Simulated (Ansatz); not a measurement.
Consider the cleavage of the B–Al bond: `[BH2][Al]1[CH2][NH]1` + `BN` → `BNB` + `[CH2]1[NH][AlH]1`.

Calculated with Ansatz (gas phase, PBE0-D4/def2-TZVP geometries, no zero-point term in ΔE). CCSD(T)/CBS adds triple-zeta CCSD(T) − MP2 to the extrapolated MP2 energy (def2 sets, frozen cores). This one scheme is used for every species. DFT in def2-TZVPP. HSE06 is defined as in plane-wave codes.

`[BH2][Al]1[CH2][NH]1`:

```xyz
9

B     0.933   -1.742    1.362
Al    0.142   -0.216    0.147
C    -0.287    0.976   -1.323
N    -0.941    1.125    0.003
H     0.468   -2.844    1.366
H     1.898   -1.566    2.047
H     0.379    1.789   -1.623
H    -0.935    0.667   -2.147
H    -1.656    1.812    0.168
```

`BN`:

Cartesian coordinates in Å:
```
B -0.074 -0.454 0.504
N 0.076 0.467 -0.519
H -1.062 -1.129 0.538
H 0.789 -0.552 1.328
H 0.879 1.066 -0.608
H -0.609 0.602 -1.243
```

`BNB`:

Cartesian coordinates in Å:
```
B 1.072 -0.601 0.323
N 0.128 0.105 -0.463
B -1.152 0.535 -0.033
H 0.788 -0.870 1.451
H 2.124 -0.909 -0.157
H 0.391 0.322 -1.414
H -1.861 1.125 -0.794
H -1.489 0.292 1.087
```

`[CH2]1[NH][AlH]1`:

```xyz
7

C     0.741   -0.124   -0.392
N    -0.760   -0.023   -0.486
Al   -0.331    0.222    1.162
H     1.159   -1.109   -0.614
H     1.297    0.659   -0.913
H    -1.232   -0.134   -1.366
H    -0.872    0.508    2.608
```

| level | ΔE (kcal/mol) | difference from CCSD(T)/CBS |
| --- | --- | --- |
| revPBE-D4 | -26.4 | 3.1 |
| PBE0-D4 | -27.7 | 1.8 |
| r2SCANh-D4 | -28.7 | 0.8 |
| HSE06-D4 | -27.6 | 1.9 |
| ωB97X-V | -29.5 | 0.0 |
| r2SCANh | -28.7 | 0.8 |
| CCSD(T)/def2-SVP | -31.0 | -1.5 |
| MP2/def2-QZVPP | -31.6 | -2.1 |
| HF/CBS(def2) | -32.1 | -2.6 |
| MP2/CBS(def2) | -31.6 | -2.1 |
| CCSD(T)/CBS | -29.5 | 0 |

Largest T1 diagnostic among the species: 0.016.

At CCSD(T), def2-SVP lies −1.5 kcal/mol from the extrapolated value and def2-TZVPP +0.2 kcal/mol. Leaving LDA and LC-ωPBE aside and taking each functional with its dispersion term where it has one, the values, not all of them listed here, spread over 5.0 kcal/mol, from BHLYP-D4 to PBE-D4. LDA lies −2.0 kcal/mol from PBE without D4. From r2SCAN to r2SCAN0 (25 % exact exchange), in def2-TZVPP and without D4, ΔE moves by −1.2 kcal/mol.
